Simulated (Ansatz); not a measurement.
`[CH3][Ge]([SiH3])([Cl])[Cl]` + NH₃ → `[CH3][Ge]([NH2])([Cl])[Cl]` + SiH₄ at 700 K and 1 bar (cleavage of the Ge–Si bond).

Isolated molecules relaxed with PBE0-D4/def2-TZVP in Ansatz; ΔE leaves out vibrations. CBS: MP2 limit from def2 TZ/QZ plus the TZ coupled-cluster correction, frozen cores. This one scheme is used for every species. For Ge outer-core shells are correlated without core-valence functions, which leaves a few kJ/mol of doubt a bond. Scalar relativity is left out up to krypton. One conformer a species, not always the lowest.

```
                      species  CCSD(T)/CBS energy (Eh)  H − E (kJ/mol)  S (J/(mol·K))
`[CH3][Ge]([SiH3])([Cl])[Cl]`              -3326.51325           263.8          548.5
                          NH₃                -56.50880           116.9          226.5
 `[CH3][Ge]([NH2])([Cl])[Cl]`              -3091.55637           255.9          514.9
                         SiH₄               -291.46306           115.5          252.9
```

H − E and S are ideal-gas, rigid-rotor, harmonic terms from PBE0-D4/def2-TZVP, for one conformer and one mirror image of each species. 1 Eh = 2625.50 kJ/mol, R = 8.31446 J/(mol·K).

Problem. By hand: ΔE, ΔH, ΔS and ΔG.

Solution. ΔE = (-3091.55637) + (-291.46306) − (-3326.51325) − (-56.50880) = 0.00262 Eh = 6.9 kJ/mol. Δ(H − E) = 255.9 + 115.5 − 263.8 − 116.9 = -9.3, so ΔH = -2.4 kJ/mol. ΔS = 514.9 + 252.9 − 548.5 − 226.5 = -7.2 J/(mol·K). ΔG = -2.4 − 700 × (-7.2)/1000 = 2.6 kJ/mol.

Problem. By hand: the equilibrium constant, and the temperature at which ΔG would vanish if ΔH and ΔS stayed fixed.

Solution. log₁₀ K = −ΔG/(RT ln 10) = -0.2. ΔG = 0 at ΔH/ΔS = 333 K, though so small a ΔH makes that figure unsure.

TΔS isn't small against ΔH here. The sign of ΔG lies within the doubt. A doubt of 5 kJ/mol in ΔE shifts log₁₀ K by 0.4 here. Other conformers and mirror images would add mixing entropy, several J/(mol·K) or more a flexible species. Modes under 60 cm⁻¹, often nearly free rotors, make the harmonic entropy too high. These are equilibria of isolated gas molecules and say nothing of rates. Largest T1 diagnostic: 0.011 (customary marks: 0.02 for closed shells, 0.045 for open ones).
